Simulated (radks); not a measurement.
Values are calculated unless marked as measured or tabulated.
The palladium ion Pd42+, configuration [He] 2s2 (the NIST ground configuration). Code: a radial shooting solver on a logarithmic mesh with Libxc functionals. Model: scalar-relativistic Kohn-Sham, r2SCAN, spin-polarised, spherical densities, finite nucleus; meta-GGA in the generalised Kohn-Sham scheme; Fermi nuclear charge, rms radius 4.5318 fm.

Unscreened Slater integrals over Kohn-Sham orbitals (cm^-1). They are taken over the spin-up orbitals.

integral,value
"F0(2s,2s)",1526400
"F0(2s,1s)",2141300
"G0(2s,1s)",219910
"F0(1s,1s)",6528600
